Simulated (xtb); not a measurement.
xtb input (GFN2-xTB):

```bash
xtb mol.xyz --gfn 2 --ohess tight --chrg -1 --uhf 0
```
mol.xyz:
```
10

Si    -0.23554215     0.70693093    -0.12659439
F     -0.16005321     1.97625691     1.01443706
F     -0.26514310     1.39274481    -1.72871179
C     -1.80460739    -0.21752853     0.07043902
C      1.28885529    -0.34252221     0.05097154
H     -1.75158970    -0.69295491     1.12316505
H     -1.84993110    -1.03160035    -0.62170800
H      1.28109957    -0.79214574     1.08670708
H      1.20621823    -1.15942553    -0.72875234
H      2.23208081     0.20362697    -0.08112889
```

Output:

```
           -------------------------------------------------
          |                Calculation Setup                |
           -------------------------------------------------

           -------------------------------------------------
          |                 G F N 2 - x T B                 |
           -------------------------------------------------

        Reference                      10.1021/acs.jctc.8b01176
      * Hamiltonian:
        H0-scaling (s, p, d)           1.850000    2.230000    2.230000
        zeta-weighting                 0.500000
      * Dispersion:
        s8                             2.700000
        a1                             0.520000
        a2                             5.000000
        s9                             5.000000
      * Repulsion:
        kExp                           1.500000    1.000000
        rExp                           1.000000
      * Coulomb:
        alpha                          2.000000
        third order                    shell-resolved
        anisotropic                    true
        a3                             3.000000
        a5                             4.000000
        cn-shift                       1.200000
        cn-exp                         4.000000
        max-rad                        5.000000

          ...................................................
          :                      SETUP                      :
          :.................................................:
          :  # basis functions                  31          :
          :  # atomic orbitals                  30          :
          :  # shells                           16          :
          :  # electrons                        32          :
          :  max. iterations                   250          :
          :  Hamiltonian                  GFN2-xTB          :
          :  restarted?                      false          :
          :  GBSA solvation                  false          :
          :  PC potential                    false          :
          :  electronic temp.          300.0000000     K    :
          :  accuracy                    1.0000000          :
          :  -> integral cutoff          0.2500000E+02      :
          :  -> integral neglect         0.1000000E-07      :
          :  -> SCF convergence          0.1000000E-05 Eh   :
          :  -> wf. convergence          0.1000000E-03 e    :
          :  Broyden damping             0.4000000          :
          :  net charge                         -1          :
          :  unpaired electrons                  0          :
          ...................................................

 iter      E             dE          RMSdq      gap      omega  full diag
   1    -18.2353429 -0.182353E+02  0.544E+00    6.65       0.0  T
   2    -18.3237364 -0.883935E-01  0.646E+00    3.57       1.0  T
   3    -18.3620158 -0.382794E-01  0.471E+00    4.11       1.0  T
   4    -18.3154107  0.466051E-01  0.367E+00    3.27       1.0  T
   5    -18.3657591 -0.503485E-01  0.142E+00    4.02       1.0  T
   6    -18.3688493 -0.309019E-02  0.275E-01    4.44       1.0  T
[...]
     1  14 Si       4   6 C                                       1.7904707 (max)
     4   6 C        6   1 H                                       1.0940224
     4   6 C        7   1 H                                       1.0944312
     5   6 C        8   1 H                                       1.0911336
     5   6 C        9   1 H                                       1.0912186
     5   6 C       10   1 H                                       1.0907536 (min)

 * 2 distinct bonds (by element types)

   Z      Z             #   av. dist./Å        max./Å        min./Å
   1 H    6 C           5     1.0923119     1.0944312     1.0907536
   6 C   14 Si          1     1.7904707     1.7904707     1.7904707

           -------------------------------------------------
          |               Frequency Printout                |
           -------------------------------------------------
 projected vibrational frequencies (cm⁻¹)
eigval :       -0.00    -0.00    -0.00    -0.00    -0.00     0.00
eigval :       87.68   157.12   168.70   215.96   239.28   259.74
eigval :      291.25   606.49   650.70   658.10   674.66   778.47
eigval :      785.64   894.82  1023.58  1375.70  1497.47  1525.09
eigval :     1535.89  2882.42  2893.54  2968.02  2970.50  2986.18
 reduced masses (amu)
   1: 13.60   2: 13.19   3: 17.14   4: 19.47   5: 17.41   6: 16.53   7:  1.43   8:  7.39
   9: 12.77  10: 14.64  11:  9.26  12: 18.29  13: 17.41  14: 14.24  15: 15.97  16: 20.91
  17:  8.05  18:  4.31  19:  3.83  20:  5.11  21: 16.75  22:  3.09  23:  2.71  24:  1.63
  25:  1.64  26:  1.99  27:  1.55  28:  1.90  29:  1.93  30:  1.32
 IR intensities (km·mol⁻¹)
   1:  0.04   2:  1.95   3:  7.20   4: 10.01   5:  6.20   6: 12.01   7:  0.04   8:  2.51
   9:  1.91  10: 24.33  11:  0.66  12: 28.55  13: 52.70  14: 48.53  15:129.56  16:162.59
  17:180.77  18: 83.74  19: 45.47  20:125.60  21:301.34  22:  1.94  23:  3.56  24:  1.28
  25:  5.76  26:225.74  27:168.85  28:141.37  29:151.41  30: 55.10
 Raman intensities (Ä⁴*amu⁻¹)
   1:  0.00   2:  0.00   3:  0.00   4:  0.00   5:  0.00   6:  0.00   7:  0.00   8:  0.00
   9:  0.00  10:  0.00  11:  0.00  12:  0.00  13:  0.00  14:  0.00  15:  0.00  16:  0.00
  17:  0.00  18:  0.00  19:  0.00  20:  0.00  21:  0.00  22:  0.00  23:  0.00  24:  0.00
  25:  0.00  26:  0.00  27:  0.00  28:  0.00  29:  0.00  30:  0.00
 output can be read by thermo (or use thermo option).
 writing <g98.out> molden fake output.
 recommended (thermochemical) frequency scaling factor: 1.0
           -------------------------------------------------
          |             Thermodynamic Functions             |
           -------------------------------------------------

cs  symmetry found (for desy threshold:  0.10E+00) used in thermo

          ...................................................
          :                      SETUP                      :
          :.................................................:
          :  # frequencies                          24      :
          :  # imaginary freq.                       0      :
          :  linear?                             false      :
          :  only rotor calc.                    false      :
          :  symmetry                               cs      :
          :  rotational number                       1      :
          :  scaling factor                  1.0000000      :
          :  rotor cutoff                   50.0000000 cm⁻¹ :
          :  imag. cutoff                  -20.0000000 cm⁻¹ :
          :.................................................:

    mode    ω/cm⁻¹     T·S(HO)/kcal·mol⁻¹    T·S(FR)/kcal·mol⁻¹   T·S(vib)
Note: The following floating-point exceptions are signalling: IEEE_UNDERFLOW_FLAG IEEE_DENORMAL
normal termination of xtb
   ------------------------------------------------------------------------
       1     87.68    -1.10651 ( 90.43%)    -0.88978 (  9.57%)    -1.08578
       2    157.12    -0.77048 ( 98.98%)    -0.71714 (  1.02%)    -0.76994
       3    168.70    -0.73044 ( 99.23%)    -0.69609 (  0.77%)    -0.73018
       4    215.96    -0.59414 ( 99.71%)    -0.62297 (  0.29%)    -0.59422
       5    239.28    -0.53911 ( 99.81%)    -0.59260 (  0.19%)    -0.53922
       6    259.74    -0.49598 ( 99.86%)    -0.56831 (  0.14%)    -0.49608
       7    291.25    -0.43728 ( 99.91%)    -0.53440 (  0.09%)    -0.43737
   ------------------------------------------------------------------------

   temp. (K)  partition function   enthalpy   heat capacity  entropy
                                   cal/mol     cal/K/mol   cal/K/mol   J/K/mol
 298.15  VIB   52.7                 2990.494     18.936     17.837
         ROT  0.130E+06              888.752      2.981     26.389
         INT  0.687E+07             3879.247     21.917     44.226
         TR   0.898E+27             1481.254      4.968     39.552
         TOT                        5360.5005    26.8847    83.7780   350.5271

       T/K    H(0)-H(T)+PV         H(T)/Eh          T*S/Eh         G(T)/Eh
   ------------------------------------------------------------------------
    298.15    0.854250E-02    0.726205E-01    0.398056E-01    0.328149E-01
   ------------------------------------------------------------------------

         :::::::::::::::::::::::::::::::::::::::::::::::::::::
         ::                  THERMODYNAMIC                  ::
         :::::::::::::::::::::::::::::::::::::::::::::::::::::
         :: total free energy         -18.249234457080 Eh   ::
         ::.................................................::
         :: total energy              -18.282049369926 Eh   ::
         :: zero point energy           0.064078034435 Eh   ::
         :: G(RRHO) w/o ZPVE           -0.031263121589 Eh   ::
         :: G(RRHO) contrib.            0.032814912846 Eh   ::
         :::::::::::::::::::::::::::::::::::::::::::::::::::::

optimized geometry written to: xtbopt.xyz

           -------------------------------------------------
          | TOTAL ENERGY              -18.282049369926 Eh   |
          | TOTAL ENTHALPY            -18.209428834148 Eh   |
          | TOTAL FREE ENERGY         -18.249234457080 Eh   |
          | GRADIENT NORM               0.000359874277 Eh/α |
          | HOMO-LUMO GAP               4.603287265815 eV   |
           -------------------------------------------------

------------------------------------------------------------------------
------------------------------------------------------------------------
 total:
 SCF:
 ANC optimizer:
 analytical hessian:
```

It need not be the lowest isomer of its formula. Whether it binds its extra electron was not tested at this geometry.
